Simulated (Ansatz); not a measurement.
C₂H₇GeN (`C[N]1[CH2][GeH2]1`) at its PBE0-D4/def2-TZVP geometry, where that method's forces vanish. Charge 0, multiplicity 1.

```xyz
11

C    -1.4004   -0.0564   -0.4545
N    -0.0217   -0.4844   -0.4811
C     0.9775    0.5825   -0.5231
Ge    1.0642   -0.5359    1.0384
H    -1.5994    0.7755    0.2413
H    -1.7030    0.2750   -1.4551
H    -2.0404   -0.8946   -0.1711
H     0.6213    1.6021   -0.3581
H     1.7206    0.5054   -1.3131
H     1.9372   -1.7784    1.1531
H     0.4441    0.0093    2.3234
```

Problem. What forces (eV/Å) does ωB97M-V/def2-TZVPP give on these atoms in Ansatz 0.2.0? (Best estimate.)

Solution. The calculation gave: 
```
C1  -0.297  0.086 -0.036
N2   0.126 -0.193  0.070
C3   0.197  0.187 -0.037
Ge4 -0.029 -0.059  0.034
H5   0.035 -0.062 -0.042
H6   0.016 -0.024  0.093
H7   0.048  0.072 -0.022
H8   0.010 -0.097 -0.022
H9  -0.085  0.019  0.068
H10 -0.066  0.111 -0.005
H11  0.044 -0.040 -0.101
```
